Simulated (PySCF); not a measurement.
Identify the unknown among the candidates.

All candidates are C3H6F2SSi.

| technique | computed result |
| --- | --- |
| Rotational structure | rotational constants A, B, C: 3.461, 1.117, 0.920 GHz [GFN2-xTB] |
| UV, first state | lowest singlet excitation: 5.36 eV (231 nm, f = 0.001) [TDDFT wB97X-D/def2-SVPD] |
| UV, strongest line | among the 8 lowest singlet transitions: S2 at 6.21 eV (200 nm, f = 0.283) [TDDFT wB97X-D/def2-SVPD] |
| 13C NMR | chemical shifts (computed TMS as zero) by class: 144.7 (1 C), 122.4 (1 C), 28.9 (1 C) ppm [GIAO PBE0/pcSseg-1] |
| Triplet | lowest triplet excitation (Tamm–Dancoff): 4.20 eV [TDA wB97X-D/def2-SVPD] |
| Dipole | 2.92 D [wB97X-D/def2-SVPD] |
| NMR, other nuclei | isotropic shieldings of nuclei other than C and H, by class: 313 (2 F), 362 (1 Si), 497 (1 S) ppm [GIAO PBE0/pcSseg-1] |
| Polarisability | 80.6 au [wB97X-D/def2-SVPD] |
| 1H NMR | chemical shifts (computed TMS as zero) by class: 5.56 (1 H), 5.52 (1 H), 5.36 (1 H), 2.13 (3 H) ppm [GIAO PBE0/pcSseg-1] |

Electronic properties: PySCF, gas phase, density fitting. Levels stand in brackets. The structure is a single GFN2-xTB conformer in the gas phase; no vibrational or solvent corrections. GFN2-xTB frequencies show an imaginary mode (29i cm⁻¹), so this geometry is no minimum at that level. NMR values are class means; diastereotopic atoms form classes of their own.

**Question.** Which candidate is it?
A. `CS/C(=C\F)[SiH2]F`
B. `C=C([SiH3])SC(F)F`
C. `C=C(C)S[SiH](F)F`

**Answer.** C. It is `C=C(C)S[SiH](F)F`. Numbering: `[CH2:1]=[C:2]([CH3:3])[S:4][SiH:5]([F:6])[F:7]`. Its formula, C3H6F2SSi, gives 1 degree of unsaturation: 0 rings and 1 π bond in the structure found. 3 carbons fall into 3 classes; from least to most shielded: fully substituted alkene carbon [C2] (144.7 ppm), terminal =CH2 carbon [C1] (122.4 ppm), allylic carbon [C3] (28.9 ppm). Hydrogen classes from least to most shielded: 1 H on a terminal =CH2 carbon, C1 (5.56 ppm), 1 H on a fluorine-bound silicon, Si5 (5.52 ppm), 1 H on a terminal =CH2 carbon, C1 (5.36 ppm), 3 H on an allylic carbon, C3 (2.13 ppm). The other shieldings belong to: 313 ppm, silicon-bound fluorine [F6/F7]; 362 ppm, fluorine-bound silicon [Si5]; 497 ppm, sulfur bonded to C and Si [S4]. The optimised geometry has point group C1 and is an asymmetric top.

The others, at the same levels:
- `CS/C(=C\F)[SiH2]F` fails: its computed 13C shifts are 158.6 (1 C), 113.9 (1 C), 22.2 (1 C) ppm, 1H shifts are 7.06 (1 H), 5.22 (2 H), 2.73 (3 H) ppm and rotational constant A is 2.780 GHz (against 3.461 GHz).
- `C=C([SiH3])SC(F)F` fails: its computed 13C shifts are 143.8 (1 C), 142.3 (1 C), 128.7 (1 C) ppm, 1H shifts are 7.02 (1 H), 6.53 (1 H), 6.35 (1 H), 4.40 (3 H) ppm and lowest triplet excitation (Tamm–Dancoff) is 4.00 eV (against 4.20 eV).

Each candidate is one conformer, not necessarily the lowest. The conformers computed, where there is a choice (atom-mapped SMILES and torsion angles):
- `[CH2:1]=[C:2]([CH3:3])[S:4][SiH:5]([F:6])[F:7]`: C1–C2–S4–Si5 168°, C2–S4–Si5–F6 -55°
- `[CH3:1][S:2]/[C:3](=[CH:4]\[F:5])[SiH2:6][F:7]`: C1–S2–C3–C4 0°, S2–C3–Si6–F7 179°
- `[CH2:1]=[C:2]([SiH3:3])[S:4][CH:5]([F:6])[F:7]`: C1–C2–S4–C5 140°, C2–S4–C5–F6 72°
